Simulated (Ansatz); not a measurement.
Mulliken charges of `S[SiH2][O][GeH3]` from ωB97M-V/def2-TZVPP in Ansatz (PBE0-D4/def2-TZVP geometry).

| atom | x (Å) | y (Å) | z (Å) | charge (e) |
| --- | --- | --- | --- | --- |
| S1 | -0.878 | 0.363 | -2.129 | -0.268 |
| Si2 | -0.126 | 1.354 | -0.389 | 0.389 |
| O3 | 0.051 | 0.352 | 0.880 | -0.481 |
| Ge4 | 0.639 | -1.330 | 0.985 | 0.247 |
| H5 | -2.099 | 0.145 | -1.609 | 0.122 |
| H6 | -1.046 | 2.436 | 0.031 | -0.028 |
| H7 | 1.176 | 1.898 | -0.851 | -0.039 |
| H8 | -0.518 | -2.263 | 0.603 | 0.018 |
| H9 | 1.052 | -1.509 | 2.450 | 0.016 |
| H10 | 1.832 | -1.496 | 0.032 | 0.023 |

Problem. By hand: the dipole of these point charges (1 e Å = 4.8032 D).

Solution. Σ q r = (0.097, -0.292, 0.126) e Å, of length 0.332 e Å = 1.59 D.

Problem. How does the dipole of the full density compare? (An estimate is asked.)

Solution. Ansatz gave: (0.006, -0.224, 0.170) e Å, 1.35 D; the point charges give 1.18 times that, at 21° from its direction.

Point charges leave out the atoms' own dipoles, such as those of lone pairs, and Mulliken's split depends on the basis, so the two needn't agree.
